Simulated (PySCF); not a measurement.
CH₇GeNSi₂, SMILES [SiH3][C]1[GeH2][SiH2]N=1.

The structure is a stationary point at ωB97X-D3(BJ)/def2-SVP. The structure was generated by enumeration, and PubChem lists no compound with its InChIKey, so it may never have been made.

The numbers are results of PBE/def2-TZVP (PySCF), not measurements.

Symmetry labels are those of the subgroup Cs that the program uses (full group Cs).

Question: List the valence orbital energies around the gap with their symmetry. (The exact figures need the calculation; the answer reports its results.)

Answer: 
```csv
orbital,symmetry,energy (eV)
HOMO−7,A",-9.76
HOMO−6,A',-9.33
HOMO−5,A",-8.68
HOMO−4,A',-8.40
HOMO−3,A",-8.38
HOMO−2,A",-7.84
HOMO−1,A',-6.65
HOMO,A',-5.26
LUMO,A",-2.54
LUMO+1,A',-1.25
LUMO+2,A',-1.05
LUMO+3,A",-0.42
```
